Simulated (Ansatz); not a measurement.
Computed with Ansatz on PBE0-D4/def2-TZVP structures; ΔE is electronic, products minus reactants. CCSD(T)/CBS adds triple-zeta CCSD(T) − MP2 to the extrapolated MP2 energy (def2 sets, frozen cores). This one scheme is used for every species. Functionals use def2-TZVPP. B3LYP here is the variant with VWN-RPA as its local correlation; programs differ in this. Each species was taken in one conformer, which may not be the lowest.

Reaction (cleavage of the Si–Si bond): `B[Si](O)(F)[SiH3]` + CH₃OH → `B[Si](O)(F)OC` + SiH₄

`B[Si](O)(F)[SiH3]`:

```xyz
11

B    -1.507   -1.304    0.576
Si   -0.181    0.193    0.698
O    -0.985    1.625    0.764
F     0.756    0.075    2.002
Si    1.298    0.132   -1.146
H    -1.299   -2.363    1.087
H    -2.478   -1.192   -0.111
H    -0.467    2.432    0.781
H     0.534    0.128   -2.424
H     2.162    1.347   -1.120
H     2.167   -1.074   -1.107
```

CH₃OH:

Z-matrix (Å, degrees):
```
C
O 1 1.409
H 1 1.097 2 112.4
H 1 1.090 2 107.0 3 -118.5
H 1 1.097 2 112.4 3 123.0
H 2 0.959 1 108.5 3 -61.6
```

`B[Si](O)(F)OC`:

```xyz
12

B    -0.083    1.885    0.823
Si   -0.720    0.370   -0.325
O    -1.338    0.927   -1.723
F    -1.849   -0.377    0.538
O     0.404   -0.744   -0.723
C     1.056   -1.595    0.195
H     0.806    1.737    1.609
H    -0.589    2.965    0.765
H    -1.401    0.313   -2.457
H     1.541   -1.025    0.996
H     0.353   -2.302    0.645
H     1.822   -2.154   -0.343
```

SiH₄:

Cartesian coordinates in Å:
```
Si 0.000 0.000 0.000
H 1.197 -0.273 0.835
H 0.428 0.514 -1.325
H -0.852 1.013 0.672
H -0.773 -1.255 -0.182
```

| level | ΔE (kJ/mol) | difference from CCSD(T)/CBS |
| --- | --- | --- |
| PBE-D4 | -109.4 | 26.0 |
| r2SCAN-D4 | -130.7 | 4.7 |
| PBE0-D4 | -118.1 | 17.3 |
| B3LYP-D4 | -134.0 | 1.4 |
| ωB97X-V | -134.5 | 0.9 |
| ωB97M-V | -140.0 | -4.6 |
| B2PLYP | -139.6 | -4.2 |
| PBE | -108.6 | 26.8 |
| r2SCAN | -130.4 | 5.0 |
| PBE0 | -117.7 | 17.7 |
| B3LYP | -133.0 | 2.4 |
| HF/def2-TZVPP | -158.1 | -22.7 |
| MP2/def2-TZVPP | -145.1 | -9.7 |
| SCS-MP2/def2-TZVPP | -147.1 | -11.7 |
| CCSD/def2-TZVPP | -141.2 | -5.8 |
| CCSD(T)/def2-TZVPP | -138.6 | -3.2 |
| HF/def2-QZVPP | -159.3 | -23.9 |
| MP2/def2-QZVPP | -143.6 | -8.2 |
| SCS-MP2/def2-QZVPP | -145.6 | -10.2 |
| HF/CBS(def2) | -159.4 | -24.0 |
| MP2/CBS(def2) | -141.8 | -6.4 |
| CCSD/CBS(def2) | -137.9 | -2.5 |
| CCSD(T)/CBS | -135.4 | 0 |

Largest T1 diagnostic among the species: 0.013.

In def2-TZVPP, CCSD(T) changes the Hartree–Fock value by +19.5 kJ/mol (the triples alone add +2.6 kJ/mol) and MP2 by +13.0 kJ/mol. From PBE to PBE0 (25 % exact exchange), in def2-TZVPP and without D4, ΔE moves by −9.0 kJ/mol.
